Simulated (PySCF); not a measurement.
Ni(CO) (CNiO), SMILES [O+]#[C-]->[Ni], multiplicity 1. Coordinates come from a PBE-D3(BJ)/def2-TZVP optimisation. The multiplicity is an assumed one; other spin states were not compared.

Computed equilibrium geometry at PBE-D3(BJ)/def2-TZVP (PySCF confirms it by a frequency run) as a Z-matrix, and its point group:
point group C∞v.
```
C
O 1 1.1637
Ni 1 1.6684 2 180.00
```
Charge 0, spin multiplicity 1.
